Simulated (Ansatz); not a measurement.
One geometry of NbSe(OSiH3)3 (NbSi₃SeO₃H₉), several levels of theory.

```yaml
crystal:
  periodic: [false, false, false]
  atoms:
    - {symbol: Nb, position_ang: [0.003223, -0.005092, 0.252270]}
    - {symbol: Se, position_ang: [0.025012, 0.012129, 2.563621]}
    - {symbol: O, position_ang: [1.646888, -0.727538, -0.349857]}
    - {symbol: Si, position_ang: [3.199914, -1.393146, -0.212197]}
    - {symbol: H, position_ang: [3.588977, -1.451280, 1.237762]}
    - {symbol: H, position_ang: [4.156995, -0.523874, -0.977274]}
    - {symbol: H, position_ang: [3.180906, -2.773409, -0.805026]}
    - {symbol: O, position_ang: [-0.204982, 1.778890, -0.348218]}
    - {symbol: Si, position_ang: [-0.389081, 3.457236, -0.194986]}
    - {symbol: H, position_ang: [-0.476520, 3.816365, 1.261018]}
    - {symbol: H, position_ang: [-1.645151, 3.863351, -0.911737]}
    - {symbol: H, position_ang: [0.797276, 4.125613, -0.829373]}
    - {symbol: O, position_ang: [-1.451214, -1.077183, -0.315292]}
    - {symbol: Si, position_ang: [-2.816394, -2.064656, -0.126447]}
    - {symbol: H, position_ang: [-3.063098, -2.296653, 1.336689]}
    - {symbol: H, position_ang: [-2.559390, -3.367510, -0.827934]}
    - {symbol: H, position_ang: [-3.993362, -1.373253, -0.753018]}
basis:
  gaussian: {orbitals: def2-TZVP, initial_orbitals: start.molden}
hamiltonian: {xc: pbe, dispersion: d4}
scf: {omitted_lower_state_checks: [starts]}
output: {forces: true, orbitals: {seedname: orbitals}}
```

The file start.molden holds the orbitals of an earlier run on this structure, at another level or in another basis.

```sh
$ ansatz run in.yaml --threads 4 --pin off --events-out ev --progress --plain --max-ram 4787MiB
```

It prints (some lines left out):

```
Functional definition: PBE
2310 factors; their error is unknown
mean field evaluation 1: about -96805.2411 eV, gradient 1.6e1 eV
mean field evaluation 2: about -96805.5236 eV, gradient 3.0e-1 eV
mean field evaluation 4: about -96805.4775 eV, gradient 6.3e-4 eV
mean field -96805.47750577 eV, -3557.5356812275 hartree, gradient 2.6e-5 eV, S^2 0.000000; 0 other end points of the search recorded, 0 dependent functions left out
reference -96805.47758350 eV, -3557.5356840843 hartree; 61, 61 occupied and 285, 285 virtual orbitals, 2310 factors
Total energy: -96805.99199391 eV, -3557.5545883181 hartree
Atom 0 at     0.003223    -0.005092     0.252270 Å, force    -0.000858     0.001917     0.125771 eV/Å
Atom 1 at     0.025012     0.012129     2.563621 Å, force     0.000611     0.000468    -0.031873 eV/Å
Atom 2 at     1.646888    -0.727538    -0.349857 Å, force     0.609283    -0.261724    -0.007071 eV/Å
Atom 3 at     3.199914    -1.393146    -0.212197 Å, force    -0.431018     0.185100    -0.006443 eV/Å
Atom 4 at     3.588977    -1.451280     1.237762 Å, force    -0.057631     0.012600    -0.158000 eV/Å
Atom 5 at     4.156995    -0.523874    -0.977274 Å, force    -0.120862    -0.082907     0.079724 eV/Å
Atom 6 at     3.180906    -2.773409    -0.805026 Å, force    -0.019064     0.154318     0.060034 eV/Å
Atom 7 at    -0.204982     1.778890    -0.348218 Å, force    -0.072600     0.653859     0.001061 eV/Å
Atom 8 at    -0.389081     3.457236    -0.194986 Å, force     0.052025    -0.466069    -0.012739 eV/Å
Atom 9 at    -0.476520     3.816365     1.261018 Å, force     0.011355    -0.054099    -0.156045 eV/Å
Atom 10 at    -1.645151     3.863351    -0.911737 Å, force     0.131909    -0.063893     0.072886 eV/Å
Atom 11 at     0.797276     4.125613    -0.829373 Å, force    -0.120847    -0.091249     0.064013 eV/Å
Atom 12 at    -1.451214    -1.077183    -0.315292 Å, force    -0.532247    -0.384743     0.015708 eV/Å
Atom 13 at    -2.816394    -2.064656    -0.126447 Å, force     0.382207     0.276163    -0.025263 eV/Å
Atom 14 at    -3.063098    -2.296653     1.336689 Å, force     0.038658     0.033471    -0.151101 eV/Å
Atom 15 at    -2.559390    -3.367510    -0.827934 Å, force    -0.007754     0.143725     0.068451 eV/Å
Atom 16 at    -3.993362    -1.373253    -0.753018 Å, force     0.136831    -0.056936     0.060889 eV/Å
Dipole moment:    -0.003892    -0.001208    -0.452992 e Å
Checks for a lower state left out: starts
```

Run time 8 s (4 threads of Arm Neoverse V2 on a shared host), peak host memory 0.74 GiB.

First input, but with `gaussian: {orbitals: STO-3G}`, `hamiltonian: {xc: hf}`, `output: {orbitals: {seedname: orbitals}}` (abridged; 1.2 s):

```
Functional definition: HF
mean field -195201.02989255 eV, -7173.5055365411 hartree, gradient 2.2e-5 eV, S^2 0.000000
Total energy: -195201.02989255 eV, -7173.5055365411 hartree
Checks for a lower state left out: starts
```

As the first input, with `hamiltonian: {xc: {name: r2SCAN0}, dispersion: d4}`, `output: {orbitals: {seedname: orbitals}}` (abridged; 22 s):

```
Functional definition: r2SCAN0
mean field -96826.13962070 eV, -3558.2949999461 hartree, gradient 2.1e-5 eV, S^2 0.000000
Total energy: -96826.31036222 eV, -3558.3012745812 hartree
Checks for a lower state left out: starts
```

As the first input, with `hamiltonian: {xc: {name: r2SCANh}, dispersion: d4}`, `output: {orbitals: {seedname: orbitals}}` (abridged; 21 s):

```
Functional definition: r2SCANh
mean field -96828.01589449 eV, -3558.3639517361 hartree, gradient 9.8e-6 eV, S^2 0.000000
Total energy: -96828.17015521 eV, -3558.3696207130 hartree
Checks for a lower state left out: starts
```

The first input with `hamiltonian: {xc: {name: revPBE}, dispersion: d4}`, `output: {orbitals: {seedname: orbitals}}` (abridged; 7 s):

```
Functional definition: revPBE
mean field -96822.44714631 eV, -3558.1593040151 hartree, gradient 2.0e-5 eV, S^2 0.000000
Total energy: -96823.69881224 eV, -3558.2053018895 hartree
Checks for a lower state left out: starts
```

As the first input, with `gaussian: {orbitals: def2-TZVPD, initial_orbitals: start.molden}`, `hamiltonian: {xc: pbe0, dispersion: d4}`, `output: {orbitals: {seedname: orbitals}}` (abridged; 24 s):

```
Functional definition: PBE0
the host lacks memory for fits, so the integrals are decomposed
mean field -96808.70597932 eV, -3557.6543254424 hartree, gradient 2.6e-5 eV, S^2 0.000000
Total energy: -96809.15977288 eV, -3557.6710020479 hartree
Checks for a lower state left out: starts
```

As the first input, with `gaussian: {orbitals: def2-TZVPD, initial_orbitals: start.molden}`, `hamiltonian: {xc: {name: revPBE}, dispersion: d4}`, `output: {orbitals: {seedname: orbitals}}` (abridged; 12 s):

```
Functional definition: revPBE
mean field -96822.54458852 eV, -3558.1628849504 hartree, gradient 1.7e-5 eV, S^2 0.000000
Total energy: -96823.79626378 eV, -3558.2088831675 hartree
Checks for a lower state left out: starts
```

Geometry: PBE-D4/def2-SVP.

In the def2 sets Nb takes a core potential, while STO-3G treats all electrons; there is no spin–orbit coupling.
